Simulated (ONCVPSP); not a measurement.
## u(r) = r·R(r): atom against pseudo-atom (H (Z = 1))

Columns: radius, all-electron u(r) and pseudo u(r) of the 1s shell (level -6.35 eV) of hydrogen in the configuration 1s1; LDA (Perdew-Wang 92), scalar-relativistic, ONCV scheme, ONCVPSP 4.0.1.

| r (bohr) | all-electron | pseudo |
| --- | --- | --- |
| 0.078 | 0.1336 | 0.1035 |
| 0.155 | 0.2458 | 0.2028 |
| 0.232 | 0.3406 | 0.2965 |
| 0.310 | 0.4210 | 0.3837 |
| 0.388 | 0.4876 | 0.4612 |
| 0.465 | 0.5415 | 0.5271 |
| 0.542 | 0.5850 | 0.5818 |
| 0.620 | 0.6200 | 0.6258 |
| 0.698 | 0.6469 | 0.6587 |
| 0.775 | 0.6666 | 0.6816 |
| 0.852 | 0.6804 | 0.6962 |
| 0.930 | 0.6892 | 0.7039 |
| 1.008 | 0.6935 | 0.7057 |
| 1.085 | 0.6940 | 0.7030 |
| 1.162 | 0.6913 | 0.6970 |
| 1.240 | 0.6857 | 0.6886 |
| 1.318 | 0.6777 | 0.6788 |
| 1.395 | 0.6679 | 0.6682 |
| 1.472 | 0.6564 | 0.6565 |
| 1.550 | 0.6435 | 0.6435 |
| 1.628 | 0.6293 | 0.6293 |
| 1.705 | 0.6145 | 0.6145 |
| 1.782 | 0.5990 | 0.5990 |
| 1.860 | 0.5827 | 0.5827 |
| 1.938 | 0.5660 | 0.5660 |
| 2.015 | 0.5492 | 0.5492 |

Problem. How many radial nodes do the two functions have?

Solution. The all-electron 1s function has n − l − 1 = 0; the pseudo-wave has 0.

Problem. At about which radius was the pseudo-wave matched?

Solution. 1.55 bohr. The columns agree to 0.0005 from 1.40 bohr on; several derivatives are matched, so the curves merge somewhat inside the radius.

Problem. Is the pseudo-wave norm-conserving?

Solution. Yes: the ONCV scheme keeps the norm inside the radius equal to the all-electron one, which fixes the energy derivative of the logarithmic derivative at the level.
